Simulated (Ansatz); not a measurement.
The cluster B₈⁺, relaxed as a doublet with UKS PBE-D4/def2-SVP in Ansatz, starting from the GFN1-xTB geometry. Force threshold 0.02 eV/Å.

The relaxation made no stability test and no search for a lower SCF solution. Another isomer (doublet) lies 0.88 eV lower at PBE0-D4/def2-TZVP; other spin states weren't run for this one.

Start:

Cartesian coordinates in Å:
```
B -1.148 -0.116 -0.966
B 0.789 1.142 -1.048
B -1.312 0.302 0.544
B 1.041 -1.037 -0.324
B 0.714 -0.551 1.138
B 0.300 1.006 0.419
B 0.327 -0.325 -1.583
B -0.711 -0.422 1.820
```

| step | energy (eV) | largest force component (eV/Å) | SCF passes |
| --- | --- | --- | --- |
| 1 | -5380.2411 | 1.262 | 25 |
| 2 | -5380.7004 | 0.819 | 31 |
| 3 | -5381.1763 | 1.526 | 30 |
| 4 | -5381.2437 | 1.520 | 34 |
| 5 | -5381.4454 | 0.330 | 32 |
| 6 | -5381.4508 | 0.095 | 25 |
| 7 | -5381.4516 | 0.071 | 26 |
| 8 | -5381.4517 | 0.017 | 20 |

Force components are those of the run's own axes.

End:

Cartesian coordinates in Å:
```
B -0.913 0.080 -0.912
B 0.715 0.975 -1.040
B -1.515 0.163 0.584
B 1.009 -0.729 -0.349
B 0.722 -0.778 1.239
B 0.180 0.754 0.469
B 0.376 -0.369 -1.812
B -0.574 -0.097 1.820
```

Bonds formed: B1–B2, B1–B6, B2–B4, B4–B6, B6–B8 (atoms count from 1).

No frequencies were taken in this run, so the end may be a saddle point.

Hardware: 4 threads of Intel Xeon Platinum 8488C on a shared host. Wall time 7.5 s.
